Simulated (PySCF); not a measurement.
A side-by-side comparison of computed properties.

First species: dimethyl diselenide, C2H6Se2.
Z-matrix (Å and degrees, PBE0-D3(BJ)/def2-SVP geometry), rows numbered from 1:
```
C 
Se  1  1.9501
Se  2  2.3169  1  100.05
C   3  1.9506  2  100.21  1    87.28
H   1  1.1004  2  106.60  3   179.25
H   1  1.0972  2  110.23  3    60.41
H   1  1.0975  2  110.72  3   -62.02
H   4  1.1003  3  106.33  2  -179.75
H   4  1.0971  3  110.29  2    61.33
H   4  1.0973  3  110.56  2   -61.17
```

Second species: SnBrMe3, C3H9BrSn.
Bonds: Sn1–Br2, Sn1–C3, Sn1–C7, Sn1–C11. Hydrogens: H4, H5, H6 on C3; H8, H9, H10 on C7; H12, H13, H14 on C11.

Levels: B3LYP/def2-SVPD for dipole moment, HOMO energy, LUMO energy, HOMO–LUMO gap and static isotropic polarisability; TDDFT B3LYP/def2-SVPD for lowest singlet excitation; TDA B3LYP/def2-SVPD for lowest triplet excitation (Tamm–Dancoff); ΔSCF B3LYP/def2-SVPD for vertical ionisation energy; PBE0-D3(BJ)/def2-SVP for rotational constant A and rotational constant C. Geometries: PBE0-D3(BJ)/def2-SVP. Each structure is a single optimised conformer of the isolated species (atoms past krypton carry core potentials, spin–orbit coupling is left out). Electronic properties by PySCF.

Dipoles, sizes and rotational constants follow the conformer. The torsions of the flexible species, by atom-mapped SMILES:
- `[CH3:1][Se:2][Se:3][CH3:4]`: C1–Se2–Se3–C4 87°

| property | column X | column Y |
| --- | --- | --- |
| dipole moment | 3.44 D | 1.83 D |
| HOMO energy | -7.38 eV | -6.29 eV |
| LUMO energy | -0.64 eV | -1.39 eV |
| HOMO–LUMO gap | 6.74 eV | 4.90 eV |
| lowest singlet excitation | 5.76 eV | 3.82 eV |
| lowest triplet excitation (Tamm–Dancoff) | 5.33 eV | 3.25 eV |
| static isotropic polarisability | 102.8 au | 86.0 au |
| vertical ionisation energy | 9.44 eV | 8.44 eV |
| rotational constant A | 2.382 GHz | 5.194 GHz |
| rotational constant C | 0.994 GHz | 1.415 GHz |

(1) Which column belongs to which species?

(2) How does each property change from the first species to the second?

## Answers

(1) Column X is the second species and column Y the first. The first has 10 atoms and 86 electrons, the second 14 and 112.

(2) dipole moment +1.61 D; HOMO energy -1.09 eV; LUMO energy +0.75 eV; HOMO–LUMO gap +1.84 eV; lowest singlet excitation +1.94 eV; lowest triplet excitation (Tamm–Dancoff) +2.08 eV; static isotropic polarisability +16.8 au; vertical ionisation energy +1.00 eV; rotational constant A -2.812 GHz; rotational constant C -0.421 GHz.

On the first: The principal polarisabilities are 73.8, 76.8 and 107.4 au; their mean is the isotropic value. The polarisability is 12.74 Å³ as a volume (1 au = 0.148185 Å³), or 1.00 au for each of the 86 electrons. Relativistic effects, spin–orbit coupling among them, are left out although an element past zinc is present.

On the second: No computed singlet falls in the visible range (750 to 380 nm, 1.65 to 3.26 eV); S1 lies 2.50 eV above its blue end. The ΔSCF ionisation energy exceeds −ε(HOMO) by 2.06 eV with B3LYP. Atoms past krypton carry effective core potentials; spin–orbit coupling is left out.
